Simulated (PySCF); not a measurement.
**SMILES Cc1cnnnc1C, C$_{5}$H$_{7}$N$_{3}$**

Molfile (atoms numbered from 1):
```
C5H7N3
     RDKit          3D

 15 15  0  0  0  0  0  0  0  0999 V2000
    0.1882   -1.6844    0.2515 C   0  0  0  0  0  0  0  0  0  0  0  0
    0.5493   -0.2486    0.0946 C   0  0  0  0  0  0  0  0  0  0  0  0
    1.8564    0.2167    0.1786 C   0  0  0  0  0  0  0  0  0  0  0  0
    2.1570    1.5001    0.0363 N   0  0  0  0  0  0  0  0  0  0  0  0
    1.2241    2.3605   -0.1873 N   0  0  0  0  0  0  0  0  0  0  0  0
   -0.0161    2.0218   -0.2819 N   0  0  0  0  0  0  0  0  0  0  0  0
   -0.4001    0.7559   -0.1506 C   0  0  0  0  0  0  0  0  0  0  0  0
   -1.8577    0.4749   -0.2767 C   0  0  0  0  0  0  0  0  0  0  0  0
    1.0760   -2.2847    0.4345 H   0  0  0  0  0  0  0  0  0  0  0  0
   -0.3074   -2.0493   -0.6477 H   0  0  0  0  0  0  0  0  0  0  0  0
   -0.5034   -1.8117    1.0839 H   0  0  0  0  0  0  0  0  0  0  0  0
    2.6899   -0.4484    0.3647 H   0  0  0  0  0  0  0  0  0  0  0  0
   -2.3871    1.4045   -0.4635 H   0  0  0  0  0  0  0  0  0  0  0  0
   -2.0392   -0.2190   -1.0967 H   0  0  0  0  0  0  0  0  0  0  0  0
   -2.2345    0.0197    0.6384 H   0  0  0  0  0  0  0  0  0  0  0  0
  1  2  1  0
  2  3  2  0
  3  4  1  0
  4  5  2  0
  5  6  1  0
  6  7  2  0
  7  8  1  0
  7  2  1  0
  1  9  1  0
  1 10  1  0
  1 11  1  0
  3 12  1  0
  8 13  1  0
  8 14  1  0
  8 15  1  0
M  END
```

The calculation used GIAO CAM-B3LYP/pcSseg-1 magnetisability, rotational g tensor and spin-rotation constants, non-relativistic, gas phase in PySCF 2.14.0. Geometry: GFN2-xTB.

Problem. Give the nuclear spin-rotation constants along the inertial axes (H = +C I·J) beside the isotropic shieldings.

Solution. Rotational constants 3.3190, 2.3301, 1.3926 GHz. A star marks the isotopologue with that one atom substituted, in its own axes.
| atom | isotope | Caa (kHz) | Cbb (kHz) | Ccc (kHz) | mean (kHz) | σ (ppm) |
| --- | --- | --- | --- | --- | --- | --- |
| N4 | 14N | 0.850 | 0.881 | 0.041 | 0.591 | -177.0 |
| N5 | 14N | 1.041 | 0.991 | 0.070 | 0.701 | -273.0 |
| N6 | 14N | 1.156 | 0.633 | 0.055 | 0.614 | -173.6 |
| H9 | 1H | -0.347 | 0.062 | -0.163 | -0.150 | 29.6 |
| H10 | 1H | -0.205 | -0.250 | -0.033 | -0.163 | 29.5 |
| H11 | 1H | -0.205 | -0.250 | -0.034 | -0.163 | 29.4 |
| H12 | 1H | -0.379 | 0.316 | -0.133 | -0.065 | 22.8 |
| H13 | 1H | -0.317 | 0.083 | -0.153 | -0.129 | 28.5 |
| H14 | 1H | -0.185 | -0.257 | -0.029 | -0.157 | 29.2 |
| H15 | 1H | -0.185 | -0.257 | -0.028 | -0.157 | 29.2 |
| C1 | 13C* | 0.458 | 0.316 | 0.207 | 0.327 | 168.2 |
| C2 | 13C* | 1.578 | 0.942 | 0.131 | 0.884 | 48.6 |
| C3 | 13C* | 1.157 | 1.293 | 0.225 | 0.892 | 27.5 |
| C7 | 13C* | 1.877 | 0.951 | 0.190 | 1.006 | 18.4 |
| C8 | 13C* | 0.488 | 0.325 | 0.227 | 0.346 | 162.4 |

For the geometry as given, no vibrational averaging.

Problem. How do the rotational constants and the g tensor change when H9, H10, H11, H12, H13, H14, H15 are replaced by deuterium?

Solution. Constants 2.7908, 2.0450, 1.2156 GHz; g -0.0508, -0.0511, 0.0091, against -0.0599, -0.0574, 0.0111 before.
